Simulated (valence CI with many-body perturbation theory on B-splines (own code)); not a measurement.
Pb77+: electric-dipole lines

Calculated by relativistic CI+MBPT: three valence electrons over a frozen Dirac-Fock core [He], radial functions for each j: 11 s, 11 p, 9 d, 7 f, 5 g, 2 h, 1 i, with the one-electron correlation potential Σ1, the two-electron term Σ2, the three-electron term Σ3, Breit, model QED; selected CI, second order for the rest (own B-spline code, finite nucleus).

No measured spectrum was set against this ion. As an estimate, large intervals hold to a few tenths of a per cent, small ones and those within an open d or f shell to about a per cent.

Lines 151 to 200 of 296 in falling wavelength, among levels below 17626 eV, chosen from the strongest by gf and those to the six lowest levels. Wavelengths and rates use the calculated energies. Electric multipoles are in the length gauge, E1 and E2 with the static RPA response of the core. Weak lines are less certain than strong ones. Lines between different terms over intervals too small for the method are left out, as are lines whose strength nearly cancels. The highest levels of a list are the least certain.

Levels are named by their leading jj configuration (3d3/2^4 stands for four electrons in 3d with j = 3/2), which in mixed levels can hold well under half, so a name can repeat and another be missing. Letters in brackets count levels of one name in rising energy.

```tsv
λ vac (nm)	Upper	Lower	A (s⁻¹)	S (a.u.) with core polarisation	S without
0.1029	(2s 2p1/2 3d3/2) J=5/2	(2s 2p1/2 2p3/2) J=5/2	3.86e+14	1.25e-03	1.25e-03
0.1029	(2s 2p1/2 3d3/2) J=3/2 [a]	(2s 2p1/2 2p3/2) J=3/2 [a]	2.03e+14	4.35e-04	4.35e-04
0.1028	(2s 2p3/2 3d3/2) J=5/2 [a]	(2s 2p3/2^2) J=5/2	2.18e+14	7.03e-04	7.03e-04
0.1028	(2s 2p1/2 3d3/2) J=3/2 [b]	(2s 2p1/2 2p3/2) J=5/2	9.18e+13	1.97e-04	1.97e-04
0.1027	(2s 2p3/2 3d3/2) J=3/2 [a]	(2s 2p3/2^2) J=5/2	3.85e+14	8.23e-04	8.24e-04
0.1026	(2s^2 3d3/2) J=3/2	(2s^2 2p3/2) J=3/2	4.20e+14	8.97e-04	8.97e-04
0.1026	(2s 2p1/2 3d3/2) J=5/2	(2s 2p1/2 2p3/2) J=3/2 [a]	2.75e+13	8.80e-05	8.80e-05
0.1024	(2s 2p1/2 3d3/2) J=3/2 [b]	(2s 2p1/2 2p3/2) J=3/2 [a]	1.98e+14	4.20e-04	4.21e-04
0.1024	(2s 2p1/2 3d3/2) J=1/2	(2s 2p1/2 2p3/2) J=3/2 [a]	5.43e+13	5.75e-05	5.75e-05
0.1023	(2s 2p1/2 3d5/2) J=5/2 [a]	(2s 2p1/2 2p3/2) J=3/2 [b]	2.48e+14	7.86e-04	7.87e-04
0.1023	(2s 2p3/2 3d5/2) J=5/2 [a]	(2s 2p3/2^2) J=3/2	2.98e+14	9.45e-04	9.46e-04
0.1022	(2p1/2 2p3/2 3d5/2) J=3/2 [b]	(2p1/2 2p3/2^2) J=1/2	2.29e+15	4.82e-03	4.82e-03
0.1022	(2s 2p3/2 3d5/2) J=3/2 [a]	(2s 2p3/2^2) J=3/2	9.92e+14	2.09e-03	2.09e-03
0.1021	(2s 2p3/2 3d5/2) J=3/2 [a]	(2s 2p3/2^2) J=1/2	8.42e+14	1.77e-03	1.77e-03
0.1021	(2p1/2 2p3/2 3d5/2) J=1/2	(2p1/2 2p3/2^2) J=1/2	2.47e+15	2.59e-03	2.60e-03
0.1020	(2s 2p3/2 3d5/2) J=1/2	(2s 2p3/2^2) J=1/2	2.13e+15	2.23e-03	2.23e-03
0.1020	(2p1/2^2 3d5/2) J=5/2	(2p1/2^2 2p3/2) J=3/2	2.37e+15	7.44e-03	7.44e-03
0.1019	(2s 2p1/2 3d5/2) J=5/2 [b]	(2s 2p1/2 2p3/2) J=3/2 [b]	1.88e+15	5.91e-03	5.91e-03
0.1019	(2s 2p1/2 3d5/2) J=3/2	(2s 2p1/2 2p3/2) J=3/2 [b]	4.09e+14	8.56e-04	8.56e-04
0.1019	(2s 2p1/2 3d5/2) J=3/2	(2s 2p1/2 2p3/2) J=1/2	1.78e+15	3.71e-03	3.72e-03
0.1019	(2p1/2 2p3/2 3d5/2) J=5/2 [a]	(2p1/2 2p3/2^2) J=5/2	7.90e+14	2.48e-03	2.48e-03
0.1018	(2p1/2 2p3/2 3d5/2) J=5/2 [b]	(2p1/2 2p3/2^2) J=5/2	1.11e+15	3.47e-03	3.47e-03
0.1017	(2p1/2 2p3/2 3d5/2) J=3/2 [a]	(2p1/2 2p3/2^2) J=3/2	1.59e+15	3.30e-03	3.30e-03
0.1017	(2p1/2 2p3/2 3d5/2) J=5/2 [a]	(2p1/2 2p3/2^2) J=3/2	1.42e+15	4.42e-03	4.42e-03
0.1017	(2p1/2 2p3/2 3d5/2) J=7/2 [b]	(2p1/2 2p3/2^2) J=5/2	3.83e+15	1.59e-02	1.59e-02
0.1016	(2p1/2 2p3/2 3d5/2) J=3/2 [b]	(2p1/2 2p3/2^2) J=5/2	2.81e+14	5.82e-04	5.83e-04
0.1016	(2s 2p1/2 3d5/2) J=5/2 [a]	(2s 2p1/2 2p3/2) J=5/2	3.42e+13	1.06e-04	1.06e-04
0.1016	(2p1/2 2p3/2 3d5/2) J=5/2 [b]	(2p1/2 2p3/2^2) J=3/2	2.42e+15	7.50e-03	7.50e-03
0.1014	(2s 2p3/2 3d5/2) J=5/2 [b]	(2s 2p3/2^2) J=3/2	2.36e+15	7.29e-03	7.29e-03
0.1013	(2s 2p3/2 3d5/2) J=3/2 [b]	(2s 2p3/2^2) J=3/2	7.35e+14	1.51e-03	1.51e-03
0.1013	(2s 2p3/2 3d5/2) J=3/2 [b]	(2s 2p3/2^2) J=1/2	1.55e+15	3.19e-03	3.19e-03
0.1013	(2s 2p1/2 3d5/2) J=7/2	(2s 2p1/2 2p3/2) J=5/2	2.42e+15	9.94e-03	9.95e-03
0.1013	(2p1/2 2p3/2 3p3/2) J=5/2 [b]	(2s 2p3/2^2) J=3/2	1.15e+15	3.54e-03	3.54e-03
0.1012	(2s 2p1/2 3d5/2) J=5/2 [a]	(2s 2p1/2 2p3/2) J=3/2 [a]	2.17e+15	6.68e-03	6.68e-03
0.1012	(2s 2p3/2 3d5/2) J=5/2 [a]	(2s 2p3/2^2) J=5/2	1.85e+15	5.69e-03	5.69e-03
0.1012	(2s 2p1/2 3d5/2) J=5/2 [b]	(2s 2p1/2 2p3/2) J=5/2	3.28e+14	1.01e-03	1.01e-03
0.1012	(2s 2p1/2 3d5/2) J=3/2	(2s 2p1/2 2p3/2) J=5/2	1.94e+13	3.96e-05	3.97e-05
0.1012	(2s 2p3/2 3d5/2) J=7/2 [a]	(2s 2p3/2^2) J=5/2	3.27e+15	1.34e-02	1.34e-02
0.1012	(2s^2 3d5/2) J=5/2	(2s^2 2p3/2) J=3/2	1.51e+15	4.64e-03	4.65e-03
0.1011	(2p1/2^2 3p3/2) J=3/2	(2s 2p1/2 2p3/2) J=1/2	7.19e+13	1.47e-04	1.47e-04
0.1011	(2s 2p3/2 3d5/2) J=3/2 [a]	(2s 2p3/2^2) J=5/2	2.79e+14	5.69e-04	5.69e-04
0.1010	(2s 2p1/2 3p3/2) J=5/2	(2s^2 2p3/2) J=3/2	9.65e+14	2.94e-03	2.95e-03
0.1009	(2s 2p1/2 3d5/2) J=5/2 [b]	(2s 2p1/2 2p3/2) J=3/2 [a]	1.85e+14	5.63e-04	5.64e-04
0.1009	(2s 2p1/2 3d5/2) J=3/2	(2s 2p1/2 2p3/2) J=3/2 [a]	1.26e+14	2.55e-04	2.55e-04
0.1006	(2p1/2 2p3/2 3p3/2) J=7/2	(2s 2p3/2^2) J=5/2	4.90e+14	1.97e-03	1.97e-03
0.1004	(2p1/2^2 3p3/2) J=3/2	(2s 2p1/2 2p3/2) J=5/2	1.19e+12	2.38e-06	2.38e-06
0.1004	(2s 2p3/2 3d5/2) J=7/2 [b]	(2s 2p3/2^2) J=5/2	3.30e+14	1.32e-03	1.32e-03
0.1001	(2p1/2^2 3p3/2) J=3/2	(2s 2p1/2 2p3/2) J=3/2 [a]	5.70e+12	1.13e-05	1.13e-05
0.09643	(2p1/2^2 3d5/2) J=5/2	(2s^2 2p3/2) J=3/2	1.00e+12	2.65e-06	2.66e-06
0.09288	(2s^2 3p1/2) J=1/2	(2s 2p1/2^2) J=1/2	4.11e+12	3.25e-06	3.25e-06
```
